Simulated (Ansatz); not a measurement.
(1) Predict a relaxed structure of WO₂ (the lowest singlet isomer of a short search), charge 0, singlet, at PBE-D4/def2-TZVP (Ansatz).

## Answers

(1) 
```xyz
3

W    -0.137    0.528   -0.436
O    -0.338    0.479    1.248
O     0.476   -1.008   -0.812
```
Point group C2v (tolerance 0.1 Å). The metal has 2 neighbours: O 1.70 Å, O 1.70 Å. This is one stationary point.

In the def2 sets W takes a core potential; there is no spin–orbit coupling. The restricted singlet is unstable: a solution with broken spin symmetry lies lower. The structure comes from a short search, and lower isomers may exist.
